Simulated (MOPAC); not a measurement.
MOPAC input (PM7):

```
PM7 1SCF GEO-OK AUX(PRECISION=9) THREADS=1
H2Se

Se   -0.00124381 1    0.05708994 1    0.00093953 1
H    -1.02995211 1   -0.99348070 1   -0.01282780 1
H     1.07224155 1   -0.94757714 1   -0.01911605 1
```

From the last part of the output:

```
                                                       MOPAC v23.2.5 Linux

          FINAL HEAT OF FORMATION =         -7.37619 KCAL/MOL =     -30.86198 KJ/MOL

          COSMO AREA              =         65.15 SQUARE ANGSTROMS
          COSMO VOLUME            =         48.52 CUBIC ANGSTROMS

          IONIZATION POTENTIAL    =          8.292517 EV
          HOMO LUMO ENERGIES (EV) =         -8.293  1.130
          NO. OF FILLED LEVELS    =          4
          MOLECULAR WEIGHT        =         80.9758         POINT GROUP:  C2v

          MOLECULAR DIMENSIONS (Angstroms)

            Atom       Atom       Distance
            H     3    H     2     2.10270
            H     2   Se     1     1.02800
           Se     1    H     3     0.00000

          SCF CALCULATIONS        =          1

   ATOM   CHEMICAL          X               Y               Z
  NUMBER   SYMBOL      (ANGSTROMS)     (ANGSTROMS)     (ANGSTROMS)

     1      Se         -0.00124381  *   0.05708994  *   0.00093953  *
     2       H         -1.02995211  *  -0.99348070  *  -0.01282780  *
     3       H          1.07224155  *  -0.94757714  *  -0.01911605  *

                             CARTESIAN COORDINATES

   1   Se       -0.001243810     0.057089940     0.000939530
   2    H       -1.029952110    -0.993480700    -0.012827800
   3    H        1.072241550    -0.947577140    -0.019116050

           Empirical Formula: H2 Se  =     3 atoms

      MOLECULAR POINT GROUP   :   C2v

                  EIGENVALUES
 -23.98917 -12.44164 -11.19806  -8.29252   1.12972   1.49461

              NET ATOMIC CHARGES AND DIPOLE CONTRIBUTIONS

  ATOM NO.   TYPE          CHARGE      No. of ELECS.   s-Pop       p-Pop
    1         Se          -0.060019        6.0600     1.93483     4.12519
    2          H           0.030009        0.9700     0.96999
    3          H           0.030009        0.9700     0.96999
 DIPOLE           X         Y         Z       TOTAL
 POINT-CHG.     0.006    -0.296    -0.005     0.296
 HYBRID         0.026    -1.193    -0.020     1.193
 SUM            0.032    -1.489    -0.025     1.490

          ATOMIC ORBITAL ELECTRON POPULATIONS

     Atom    s        px        py        pz
    1 Se   1.93483   1.04522   1.08022   1.99974
    2  H   0.96999
    3  H   0.96999

 **********************
 *                    *
 * JOB ENDED NORMALLY *
 *                    *
 **********************

 == MOPAC DONE ==
```

The geometry given is a B3LYP-D3(BJ)/def2-TZVP minimum.
